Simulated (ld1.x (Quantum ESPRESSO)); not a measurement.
# Logarithmic derivatives: Ni (Z = 28), TM semilocal

- Element: nickel (Ni)
- Generator: ld1.x (Quantum ESPRESSO) 7.5
- Type: norm-conserving Troullier–Martins (semilocal form)
- Functional: PBEsol
- Relativity: scalar-relativistic
- Frozen core: [Ar]
- Valence charge: 10
- Reference configuration: 3d8 4s1 4p0 (charge +1)
- Partial waves: 4p (bound, empty): rc 2.00 bohr; 3d (bound): rc 1.15 bohr; 4s (bound): rc 1.60 bohr
- Local potential: the s channel
- Core correction: a·sin(br)/r model core inside 0.55 bohr

The phase is arctan(r·u′/u) with u = r·R(r), unwrapped; energies in Ry, scanned from -3 to 5 Ry. A pole is an energy at which the radial function vanishes at the test radius. The pseudo phase is shifted by a multiple of π to meet the all-electron one at the reference energy, and phase errors are pseudo minus all-electron; the curves can meet again beyond the range given. Levels narrower than the energy grid can be missing from the lists of poles.

```json
{"channel": "s", "radius (bohr)": "2.20", "reference energy (Ry)": "-0.97", "poles, all-electron": "2.05", "poles, pseudo": "1.61", "unbroken range about the reference energy with phases within 0.05 rad": "below 1.9", "phase error 1 Ry above the reference energy (rad)": "-0.012"}
{"channel": "p", "radius (bohr)": "2.20", "reference energy (Ry)": "-0.55", "poles, all-electron": "3.32", "poles, pseudo": "2.74", "unbroken range about the reference energy with phases within 0.05 rad": "below 2.8", "phase error 1 Ry above the reference energy (rad)": "-0.026"}
{"channel": "d", "radius (bohr)": "2.20", "reference energy (Ry)": "-1.32", "poles, all-electron": "-1.12", "poles, pseudo": "-1.12", "unbroken range about the reference energy with phases within 0.05 rad": "below 1.3", "phase error 1 Ry above the reference energy (rad)": "+0.003"}
```

Phases in the s channel:

```
E (Ry)  all-electron  pseudo
 -3.00         1.177   1.172
 -2.52         1.097   1.092
 -2.04         0.961   0.956
 -1.56         0.688   0.684
 -1.08         0.085   0.085
 -0.60        -0.702  -0.705
 -0.12        -1.125  -1.136
  0.36        -1.322  -1.338
  0.84        -1.430  -1.452
  1.32        -1.499  -1.531
  1.80        -1.549  -1.595
  2.28        -1.589  -1.660
  2.76        -1.624  -1.744
  3.24        -1.656  -1.904
  3.72        -1.688  -2.532
  4.20        -1.724  -4.128
  4.68        -1.765  -4.484
```
